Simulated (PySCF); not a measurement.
Species: titanium dioxide, TiO2 (singlet state).
Atom-mapped SMILES: `[O:1]=[Ti:2]=[O:3]`

The calculation used EOM-IP-CCSD/aug-cc-pVDZ in PySCF, restricted Hartree–Fock reference, frozen core, non-relativistic, gas phase, PBE0-D3(BJ)/def2-SVP geometry.

Hartree–Fock orbital energies give these Koopmans values (eV): HOMO 11.15, HOMO-1 11.99, HOMO-2 12.06, HOMO-3 12.62, HOMO-4 13.58, HOMO-5 14.02.

Task: What vertical ionisation energies does EOM-IP-CCSD give?

Result: 
| leading hole (HF orbital) | Koopmans (eV) | EOM-IP-CCSD (eV) | change (eV) | one-hole share |
| --- | --- | --- | --- | --- |
| HOMO | 11.15 | 9.48 | -1.67 | 0.94 |
| HOMO-1 | 11.99 | 10.64 | -1.35 | 0.94 |
| HOMO-2 | 12.06 | 11.01 | -1.05 | 0.94 |
| HOMO-3 | 12.62 | 11.61 | -1.01 | 0.94 |
| HOMO-4 | 13.58 | 11.98 | -1.60 | 0.93 |
| HOMO-5 | 14.02 | 12.30 | -1.72 | 0.93 |

Task: Does the order of the lines follow the orbital energies?

Result: Yes, no two lines change places. The corrections run from -1.72 to -1.01 eV, with a mean of -1.40 eV over the 6 lines; no line lies above its Koopmans value.

Task: At what kinetic energies would He I light (21.22 eV) eject these electrons?

Result: 11.74 eV (HOMO), 10.58 eV (HOMO-1), 10.21 eV (HOMO-2), 9.61 eV (HOMO-3), 9.24 eV (HOMO-4), 8.92 eV (HOMO-5).

Task: What total energy has the lowest final state, and which wavelength reaches it?

Result: E(CCSD) + ionisation energy = -998.90729 + 0.34848 = -998.55881 Eh, at the geometry of the initial state. The threshold wavelength is 1239.84 eV nm/9.48 eV = 130.8 nm.

One root was sought for each valence orbital with −ε under 21 eV, eight at most, so deeper holes and satellites are missing; no vibrational structure.
